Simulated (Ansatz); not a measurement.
The cluster SeS3⁻ (the lowest doublet isomer of a short search) was relaxed with r2SCAN-D4 (def2-SVPD) in Ansatz in these states: charge -1 doublet, charge -1 quartet. The geometries follow in no particular order.

A:

Cartesian coordinates in Å:
```
S -1.026 -2.176 -1.196
S 0.313 0.237 1.104
S 1.008 2.117 1.188
Se -0.295 -0.178 -1.096
```

B:

```csv
atom,x (Å),y (Å),z (Å)
S1,-1.4362,0.4290,2.7742
S2,0.6502,0.6241,-2.1179
S3,1.2543,-1.1807,-1.5730
Se4,-0.4683,0.1275,0.9167
```

Task: Judge from the bond lengths which geometry belongs to which state (an estimate).

Result: A is the charge -1 doublet (S2–Se4 2.320 Å, S2–S3 2.006 Å, S1–Se4 2.130 Å); B is the charge -1 quartet (S2–Se4 3.272 Å, S2–S3 1.980 Å, S1–Se4 2.116 Å).

The charge -1 quartet has come apart into loosely held pieces.
